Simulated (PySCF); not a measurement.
Potential energy curve for BeH (cation, charge +1), singlet.

- UHF/cc-pVDZ (PySCF)
- UCCSD(T) = PySCF with CCSD(T) on UHF/cc-pVDZ

Energies relative to the lowest point of each curve near equilibrium, in kJ/mol:

```
R / Å    UHF
-----  -----
1.12    44.9
1.20    14.3
1.29     0.7
1.33     0.0
1.38     2.7
1.65    60.1
1.80    96.3
1.98   126.7
2.36   165.0
2.92   187.5
3.96   195.4
5.29   196.5
```

Q: What does UCCSD(T) give at the same points?

A: 1.12: 46.5; 1.20: 15.9; 1.29: 1.4; 1.33: 0.0; 1.38: 1.6; 1.65: 48.6; 1.80: 86.3; 1.98: 131.4; 2.36: 207.4; 2.92: 263.8; 3.96: 285.6; 5.29: 287.4 (kJ/mol).

The unrestricted determinant behind UHF, UCCSD(T) is spin-contaminated at 1.80 to 5.29 Å (<S²> up to 1.0, against 0.00 for a pure singlet).
